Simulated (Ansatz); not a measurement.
Spectroscopic constants of RbSr, multiplicity 2 (lowest of 2S+1 = 2, 4 at CCSD(T)/def2-TZVPP on PBE0 minima; our sources give no spin for the ground state, which may be another). No spin–orbit coupling.

Seven points along R, fitted to fifth degree in 1/R; most abundant isotopes. Runs in def2 and cc sets follow the lowest solution found near the PBE0 minimum.

Correlated levels freeze the inner cores; with def2 sets outer-core shells near the valence are correlated too.

Programs: Ansatz (a program for electronic structure). Each number belongs to the level named beside it. In def2 rows elements past Kr take small-core potentials, without spin–orbit coupling.

| level | r_e (Å) | ω_e (cm⁻¹) | ω_e x_e (cm⁻¹) | dipole (D) |
|---|---|---|---|---|
| PBE/def2-TZVPP | 4.637 | 45 | 0.25 | 1.57 |
| r2SCAN/def2-TZVPP | 4.708 | 44 | 0.24 | 2.60 |
| BHLYP/def2-TZVPP | 4.887 | 32 | 0.39 | 0.92 |
| CAM-B3LYP/def2-TZVPP | 4.846 | 32 | 0.41 | 0.91 |
| B2PLYP/def2-TZVPP | 4.900 | [?] | 0.36 | - |
| CCSD/def2-QZVPP | 4.783 | 34 | 0.43 | - |
| CCSD(T)/def2-TZVPP | 4.912 | 31 | 0.35 | - |
| CCSD(T)/def2-QZVPP | [?] | [?] | 0.41 | - |

Question: What belongs in the gaps?

Answer: 
- CCSD(T)/def2-QZVPP, r_e (Å): 4.705
- CCSD(T)/def2-QZVPP, ω_e (cm⁻¹): 38
- B2PLYP/def2-TZVPP, ω_e (cm⁻¹): 31

Doubts at one or more of the structures used: a spin-contaminated determinant (CCSD/def2-QZVPP, CCSD(T)/def2-QZVPP).
